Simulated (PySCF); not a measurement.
# Working out the ionisation energy of P¹¹⁺

P¹¹⁺ [He] 2s2 (1S) → P¹²⁺ [He] 2s1 (2S). Computed with PySCF 2.14 in an even-tempered Gaussian basis (19 s from 1.6 bohr⁻², ratio 2.2; 9 p from 2.5 bohr⁻², ratio 2.4; 6 d from 7.5 bohr⁻², ratio 2.4; 5 f from 11 bohr⁻², ratio 2.4; 5 g from 17 bohr⁻², ratio 2.4), with the spin-free X2C one-electron Hamiltonian (Gaussian nucleus). Frozen: nothing; the 12 highest virtual orbitals dropped. Energies in hartree (1 hartree = 27.21139 eV):

| part | P¹¹⁺ (lower) | P¹²⁺ (upper) |
| --- | --- | --- |
| UHF | -259.258754 | -238.832079 |
| MP2 opposite-spin | -0.156780 | -0.049330 |
| MP2 same-spin | -0.003514 | -0.001812 |

Task: What does Hartree-Fock give?

Result: (-238.832079) − (-259.258754) = 20.426675 hartree = 555.838 eV.

Task: What do MP2 and SCS-MP2 (6/5 opposite-spin, 1/3 same-spin) give?

Result: The opposite-spin parts differ by 2.924 eV and the same-spin parts by 0.046 eV. MP2: 555.838 + (2.924) + (0.046) = 558.808 eV. SCS-MP2: 555.838 + 1.2 × (2.924) + (0.046)/3 = 559.362 eV.

A first-order spin-orbit estimate adds 0.000 eV to MP2 (all electrons), giving 558.808 eV against 560.62 ± 0.1 eV (semi-empirical (NIST evaluation); NIST Atomic Spectra Database, ionization energies).

What remains against the reference includes basis incompleteness and correlation beyond second order.
